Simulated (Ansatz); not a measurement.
Name a neutral molecule of C, O, Sn and H with vertical ionisation energy (CCSD(T)/def2-TZVPP) between 8.45 and 8.75 eV and HOMO energy (PBE0/def2-TZVPP) between -6.55 and -6.25 eV (Ansatz, PBE0-D4/def2-TZVP geometry).

`[CH3][Sn][OH]` (8.67 eV, -6.49 eV); `C[O][Sn][CH3]` (8.52 eV, -6.43 eV). Other molecules can fit too; these were computed, each in one conformer that needn't be the lowest.
